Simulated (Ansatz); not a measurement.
ZrBrCl₃. The state is a singlet with charge 0. Geometry relaxed at PBE0-D4/def2-SVP.

```csv
atom,x (Å),y (Å),z (Å)
Zr1,0.011,0.023,0.020
Br2,-0.841,-1.728,-1.500
Cl3,2.050,0.801,-0.770
Cl4,0.290,-0.870,2.144
Cl5,-1.509,1.774,0.106
```

In the def2 sets Zr takes a core potential; there is no spin–orbit coupling. The relaxation made no stability test and no search for a lower SCF solution.

(1) Estimate the harmonic wavenumbers at RKS PBE0-D4/def2-SVP (Ansatz, unscaled). Is this a minimum?

Answers

(1) 82, 82, 96, 100, 100, 294, 399, 432, 432 cm⁻¹. Yes, no mode is imaginary beyond noise. Zero-point energy 12.1 kJ/mol. Hardware: 4 threads of Arm Neoverse V1 on a shared host. Wall time 33 s.
